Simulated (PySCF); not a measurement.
**Bond length, frequency and bond energy of ZnO by level of theory**

State: ³Π (triplet), unpaired electrons σ ↑, π ↑. Set-up: basis Zn jorge-DZP-DKH, O jorge-DZP-DKH; spin-free X2C with a Gaussian nucleus; PySCF 2.14. De refers to Zn + O in their high-spin ground configurations, without counterpoise correction. The functionals are run spin-unrestricted. A positive dipole means Zn(−)O(+).

```json
{"Level": "UHF", "Re (Å)": "1.865", "ωe (cm⁻¹)": "579", "De (eV)": "0.301", "μ (D)": "-3.12", "CPU s a point (SCF and correlation, without the integrals)": "0.2"}
{"Level": "UHF-MP2", "Re (Å)": "1.845", "ωe (cm⁻¹)": "591", "De (eV)": "1.23", "μ (D)": "n/a", "CPU s a point (SCF and correlation, without the integrals)": "0.38"}
{"Level": "UHF-SCS-MP2", "Re (Å)": "1.853", "ωe (cm⁻¹)": "584", "De (eV)": "1.08", "μ (D)": "n/a", "CPU s a point (SCF and correlation, without the integrals)": "n/a"}
{"Level": "PBE", "Re (Å)": "1.859", "ωe (cm⁻¹)": "517", "De (eV)": "1.79", "μ (D)": "-1.99", "CPU s a point (SCF and correlation, without the integrals)": "0.75"}
{"Level": "TPSS", "Re (Å)": "1.854", "ωe (cm⁻¹)": "527", "De (eV)": "1.72", "μ (D)": "-2.08", "CPU s a point (SCF and correlation, without the integrals)": "1.1"}
{"Level": "r²SCAN", "Re (Å)": "1.833", "ωe (cm⁻¹)": "564", "De (eV)": "1.90", "μ (D)": "-2.18", "CPU s a point (SCF and correlation, without the integrals)": "1.1"}
{"Level": "B3LYP", "Re (Å)": "1.873", "ωe (cm⁻¹)": "510", "De (eV)": "1.39", "μ (D)": "-2.26", "CPU s a point (SCF and correlation, without the integrals)": "0.89"}
{"Level": "PBE0", "Re (Å)": "1.855", "ωe (cm⁻¹)": "541", "De (eV)": "1.48", "μ (D)": "-2.37", "CPU s a point (SCF and correlation, without the integrals)": "1.1"}
{"Level": "HSE06", "Re (Å)": "1.856", "ωe (cm⁻¹)": "539", "De (eV)": "1.46", "μ (D)": "-2.35", "CPU s a point (SCF and correlation, without the integrals)": "1"}
{"Level": "MN15", "Re (Å)": "1.842", "ωe (cm⁻¹)": "566", "De (eV)": "1.39", "μ (D)": "-2.42", "CPU s a point (SCF and correlation, without the integrals)": "1.2"}
```

**Question.** What does a quarter of exact exchange do here, going from PBE to PBE0?

**Answer.** PBE0 less PBE: -0.4 pm in Re, +4.6 % in ωe, -0.31 eV in De. Exact exchange removes part of the self-interaction that spreads semilocal densities, and in most molecules shortens and stiffens the bond and lowers De; so it does here.

**Question.** What does the step from GGA to meta-GGA do here, going from PBE to r²SCAN?

**Answer.** r²SCAN less PBE: -2.6 pm in Re, +9.1 % in ωe, +0.11 eV in De. 

Correlated steps freeze 6 core orbitals. Correlated levels converge slowly with the basis: in double zeta they bind strong bonds too weakly, by up to about 1 eV, and carry superposition errors of some tenths. The state is the lowest determinant that a PBE0 search found; another state may lie lower at other levels.

The whole job (state search and all levels along the bond) took about 2.6 min on 1 thread of Arm Neoverse V2 (shared host), peak memory 0.85 GiB.
